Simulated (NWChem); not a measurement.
Molecule: C4H10Cd; SMILES C[CH2][Cd][CH2]C

```xyz
15

Cd     0.0000     0.0000    -0.2070
C     -2.0910     0.4954    -0.2093
C     -2.9630    -0.3350     0.7411
H     -2.4475     0.3934    -1.2574
H     -2.1698     1.5776     0.0322
H     -2.6497    -0.2289     1.8011
H     -2.9285    -1.4195     0.5053
H     -4.0341    -0.0343     0.6959
C      2.0910    -0.4954    -0.2093
C      2.9630     0.3350     0.7411
H      2.4475    -0.3934    -1.2574
H      2.1698    -1.5776     0.0322
H      2.6497     0.2289     1.8011
H      2.9285     1.4195     0.5053
H      4.0341     0.0343     0.6959
```
Atoms are numbered in this order, from 1.

Results from NWChem. Medium grid unless said otherwise, to which SCAN and Minnesota functionals are sensitive. The geometry was optimised at PBE-D3(BJ)/def2-SVP. No frequency run checked for a minimum. def2 effective core potentials on Cd; no spin-orbit coupling. Hybrids' shares of exact exchange are those that their runs print; pure functionals count as 0. The functionals differ in more than this share.

```
row               share of exact exchange  highest occupied level (eV)
----------------  -----------------------  ---------------------------
PBE/def2-SVP                         0.00                        -5.11
BP86/def2-SVP                        0.00                        -5.21
B3LYP/def2-SVP                       0.20                     withheld
r2SCAN0/def2-SVP                     0.25                        -6.32
PW6B95/def2-SVP                      0.28                        -6.23
```

Task: Fit a straight line of the last column on the one before it, predict the withheld value, and compare with the run.

Result: 
1. Means of the 4 shown rows: x = 0.133, y = -5.718. Slope Σ(x − x̄)(y − ȳ)/Σ(x − x̄)² = -0.2941/0.07068 = -4.162; intercept -5.166.
2. The shown rows scatter about the line by 0.084 (root mean square); the largest residual is -0.11, at r2SCAN0/def2-SVP.
3. At x = 0.20 (B3LYP/def2-SVP; inside the shown range) the line gives -6.00.
4. The run gives -5.97, +0.03 from the line, 0.4 times the scatter.
